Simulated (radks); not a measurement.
Results of a calculation; reference values are marked as such.
The nuclear charge of the scandium ion Sc+ is varied continuously with 20 electrons held in [Ar] 3d1 4s1. Level of theory: scalar-relativistic Kohn-Sham, PBE, spin-polarised, spherical densities, finite nucleus; open shells are filled with parallel spins first; Fermi nuclear charge, rms radius 3.5459 fm (a radial shooting solver on a logarithmic mesh with Libxc functionals). By the Hellmann-Feynman theorem dE/dZ = E(electron-nucleus)/Z, the electronic potential at the nucleus (averaged over a nucleus of fixed radius). The scalar-relativistic energy here is not variational (the density holds large components alone), so the two differ by a part that grows with Z.

| Z | E (hartree) | E(electron-nucleus)/Z (hartree) | HOMO | e(HOMO) (eV) | <r> HOMO (bohr) |
|---|---|---|---|---|---|
| 20 | -680.25735 | -80.8624 | 3d | -0.984 | 3.312 |
| 20.1 | -688.37431 | -81.3999 | 3d | -1.567 | 2.940 |
| 20.2 | -696.54497 | -81.9350 | 3d | -2.249 | 2.663 |
| 20.3 | -704.76912 | -82.4681 | 3d | -3.022 | 2.448 |
| 20.4 | -713.04656 | -82.9996 | 3d | -3.878 | 2.278 |
| 20.5 | -721.37715 | -83.5297 | 3d | -4.811 | 2.139 |
| 20.6 | -729.76077 | -84.0586 | 3d | -5.814 | 2.024 |
| 20.7 | -738.19731 | -84.5866 | 3d | -6.882 | 1.927 |
| 20.8 | -746.68669 | -85.1139 | 3d | -8.011 | 1.843 |
| 20.9 | -755.22884 | -85.6405 | 3d | -9.197 | 1.770 |
| 21 | -763.82371 | -86.1666 | 4s | -10.234 | 3.320 |
| 21.1 | -772.47124 | -86.6922 | 4s | -11.064 | 3.255 |
| 21.2 | -781.17139 | -87.2174 | 4s | -11.919 | 3.192 |
| 21.3 | -789.92413 | -87.7423 | 4s | -12.798 | 3.133 |
| 21.4 | -798.72944 | -88.2670 | 4s | -13.701 | 3.076 |
| 21.5 | -807.58729 | -88.7914 | 4s | -14.627 | 3.021 |
| 21.6 | -816.49765 | -89.3156 | 4s | -15.576 | 2.969 |
| 21.7 | -825.46051 | -89.8397 | 4s | -16.547 | 2.920 |
| 21.8 | -834.47587 | -90.3636 | 4s | -17.541 | 2.872 |
| 21.9 | -843.54369 | -90.8874 | 4s | -18.556 | 2.826 |
| 22 | -852.66399 | -91.4111 | 4s | -19.593 | 2.782 |

The central difference of E at Z = 21 is -86.212 hartree, to compare with the third column; the second derivative is -5.27 hartree.
